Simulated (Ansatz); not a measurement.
`[GeH3][CH]=[Se]` + HBr → `[GeH3][Br]` + `C=[Se]` at 400 K and 1 bar (ligand exchange at a Ge–C bond).

Computed with Ansatz on PBE0-D4/def2-TZVP structures; ΔE is electronic, products minus reactants. CCSD(T)/CBS adds triple-zeta CCSD(T) − MP2 to the extrapolated MP2 energy (def2 sets, frozen cores). For Br, Ge, Se outer-core shells are correlated without core-valence functions, which leaves a few kJ/mol of doubt a bond. Scalar relativity is left out up to krypton.

```json
{"species": "`[GeH3][CH]=[Se]`", "CCSD(T)/CBS energy (Eh)": "-4517.22497", "H − E (kJ/mol)": "125.7", "S (J/(mol·K))": "347.4"}
{"species": "HBr", "CCSD(T)/CBS energy (Eh)": "-2573.91920", "H − E (kJ/mol)": "27.6", "S (J/(mol·K))": "207.2"}
{"species": "`[GeH3][Br]`", "CCSD(T)/CBS energy (Eh)": "-4651.26096", "H − E (kJ/mol)": "81.9", "S (J/(mol·K))": "293.4"}
{"species": "`C=[Se]`", "CCSD(T)/CBS energy (Eh)": "-2439.91603", "H − E (kJ/mol)": "78.0", "S (J/(mol·K))": "255.2"}
```

H − E and S are ideal-gas, rigid-rotor, harmonic terms from PBE0-D4/def2-TZVP. 1 Eh = 2625.50 kJ/mol, R = 8.31446 J/(mol·K).

Question: By hand: ΔE, ΔH, ΔS and ΔG.

Answer: ΔE = (-4651.26096) + (-2439.91603) − (-4517.22497) − (-2573.91920) = -0.03282 Eh = -86.2 kJ/mol. Δ(H − E) = 81.9 + 78.0 − 125.7 − 27.6 = 6.6, so ΔH = -79.6 kJ/mol. ΔS = 293.4 + 255.2 − 347.4 − 207.2 = -6.0 J/(mol·K). ΔG = -79.6 − 400 × (-6.0)/1000 = -77.2 kJ/mol.

Question: By hand: the equilibrium constant, and the temperature at which ΔG would vanish if ΔH and ΔS stayed fixed.

Answer: log₁₀ K = −ΔG/(RT ln 10) = 10.1. ΔG = 0 at ΔH/ΔS = 13267 K, far beyond where these terms or the molecules hold.

The number of gas molecules stays the same, so ΔS is small and ΔH decides. A doubt of 5 kJ/mol in ΔE shifts log₁₀ K by 0.7 here. These are equilibria of isolated gas molecules and say nothing of rates. Largest T1 diagnostic: 0.015 (customary marks: 0.02 for closed shells, 0.045 for open ones).
